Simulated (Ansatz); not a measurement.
Relaxation of C₂H₈BFOSi (14 atoms, charge 0, multiplicity 1), to a largest force component of 0.02 eV/Å in at most 40 steps.

Method: RKS PBE0-D4/6-31G (Ansatz 0.2.0).

```xyz
14
Properties=species:S:1:pos:R:3
C -0.197 -1.296 1.625
B 0.940 -1.071 0.575
F 2.277 -1.216 1.008
O 0.734 -0.827 -0.858
C 0.705 0.537 -1.166
Si -1.009 1.323 -1.045
H -0.137 -2.244 2.099
H -1.182 -1.161 1.083
H -0.179 -0.442 2.430
H 1.429 1.131 -0.507
H 1.026 0.657 -2.180
H -1.447 1.324 0.370
H -1.004 2.717 -1.556
H -1.970 0.538 -1.849
```

Q: Where does it end, and by what steps?

A: The run converged. The force dipped under the threshold on the way, but the program's further checks kept it going. Limits of this set-up: no polarisation functions. After 19 steps the energy has fallen by 1.102 eV; F3 moved furthest, 1.48 Å.

| step | energy less start (eV) | largest force component (eV/Å) | accepted |
| --- | --- | --- | --- |
| 0 | 0.0000 | 3.217 | yes |
| 1 | -0.3980 | 1.802 | yes |
| 2 | -0.5272 | 0.918 | yes |
| 3 | -0.6081 | 0.559 | yes |
| 4 | -0.7147 | 0.664 | yes |
| 5 | -0.8271 | 0.785 | yes |
| 6 | -0.9139 | 0.647 | yes |
| 7 | -0.9876 | 0.578 | yes |
| 8 | -1.0276 | 0.722 | yes |
| 9 | -1.0862 | 0.289 | yes |
| 10 | -1.0969 | 0.140 | yes |
| 11 | -1.0998 | 0.065 | yes |
| 12 | -1.1007 | 0.050 | yes |
| 13 | -1.1012 | 0.035 | yes |
| 14 | -1.1016 | 0.028 | yes |
| 15 | -1.1018 | 0.042 | yes |
| 16 | -1.1020 | 0.053 | yes |
| 17 | -1.1021 | 0.029 | yes |
| 18 | -1.1022 | 0.008 | yes |
| 19 | -1.1023 | 0.010 | yes |

```xyz
14
Properties=species:S:1:pos:R:3
C -0.010 -1.926 1.811
B 0.545 -0.790 0.909
F 1.566 0.033 1.362
O 0.063 -0.562 -0.348
C 0.535 0.501 -1.229
Si -0.853 1.830 -1.370
H 0.788 -2.626 2.089
H -0.805 -2.483 1.309
H -0.405 -1.518 2.750
H 1.462 0.936 -0.842
H 0.735 0.043 -2.200
H -1.143 2.380 -0.003
H -0.394 2.944 -2.273
H -2.096 1.208 -1.937
```

Whether the end is a true minimum wasn't checked by a vibrational analysis.

Time of the run: 96 s on 1 thread of Arm Neoverse V2, with other jobs on the host, peak memory 0.2 GiB.
